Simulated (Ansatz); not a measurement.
Ansatz (an electronic-structure program) input (CCSD(T)/def2-SVPD):

Ansatz 0.2 input:
```yaml
crystal:
  periodic: [false, false, false]
  atoms:
    - {symbol: Ge, position_ang: [-0.00000000, -0.00000000, -0.76210370]}
    - {symbol: Cl, position_ang: [0.00000000, 0.00000000, 1.43454814]}
basis:
  gaussian:
    orbitals: def2-SVPD
magnetization: {spin_polarized: true, initial_magnetization: 1}
correlation: {method: ccsd_t, electrons: outside_noble_gas}
output: {forces: true}
```

Output:

```
Functional definition: HF
integrals: 0.06 GiB planned
614 factors; integrals over basis functions are off by at most 5.3e-4 eV
mean field: 0.20 GiB planned
mean field evaluation 1: about -68966.0380 eV, gradient 9.2e0 eV
mean field evaluation 2: about -68966.0402 eV, gradient 9.2e0 eV
mean field evaluation 4: about -68966.7938 eV, gradient 1.2e0 eV
mean field evaluation 8: about -68966.8183 eV, gradient 9.5e-4 eV
mean field evaluation 16: about -68966.8149 eV, gradient 1.9e-1 eV
mean field evaluation 32: about -68966.8165 eV, gradient 2.0e-1 eV
mean field evaluation 64: about -68962.2409 eV, gradient 1.2e-3 eV
mean field evaluation 96: about -68963.4703 eV, gradient 1.0e0 eV
mean field -68966.81827854 eV, -2534.4838243478 hartree, gradient 7.1e-6 eV, S^2 0.765450; 6 other end points of the search recorded, 0 dependent functions left out
determinant -68966.81827854 eV, -2534.4838243478 hartree, with singles and doubles -68972.98364316 eV, -2534.7103973187 hartree
determinant -68963.49192614 eV, -2534.3615831520 hartree, with singles and doubles -68969.96247800 eV, -2534.5993715470 hartree
19 core orbitals not correlated
reference -68966.81827854 eV, -2534.4838243478 hartree; 6, 5 occupied and 40, 41 virtual orbitals, 614 factors
densities: 0.19 GiB planned
second order -5.49036313 eV of doubles, -0.00000000 eV of singles
coupled cluster: 0.15 GiB planned
cycle   1  -6.15507410 eV  change   -1.1e-1 eV  update   1.8e-2
cycle   2  -6.16353267 eV  change   -8.5e-3 eV  update   4.8e-3
cycle   3  -6.16486213 eV  change   -1.3e-3 eV  update   1.8e-3
cycle   4  -6.16558920 eV  change   -7.3e-4 eV  update   4.8e-4
cycle   5  -6.16570944 eV  change   -1.2e-4 eV  update   1.8e-4
cycle   6  -6.16581102 eV  change   -1.0e-4 eV  update   7.1e-5
cycle   7  -6.16582809 eV  change   -1.7e-5 eV  update   2.8e-5
cycle   8  -6.16582828 eV  change   -1.9e-7 eV  update   9.1e-6
cycle   9  -6.16582764 eV  change    6.4e-7 eV  update   3.1e-6
cycle  10  -6.16582690 eV  change    7.4e-7 eV  update   9.5e-7
cycle  11  -6.16582692 eV  change   -1.4e-8 eV  update   3.2e-7
perturbative correction -0.19470884 eV, -0.0071554179 hartree
the calculation of the forces begins
Total energy: -68973.17881429 eV, -2534.7175697255 hartree
Atom 0 at    -0.000000    -0.000000    -0.762104 Å, force     0.000000     0.000000    -0.448658 eV/Å
Atom 1 at     0.000000     0.000000     1.434548 Å, force    -0.000000    -0.000000     0.448658 eV/Å
Dipole moment:     0.000000     0.000000    -0.369440 e Å
```
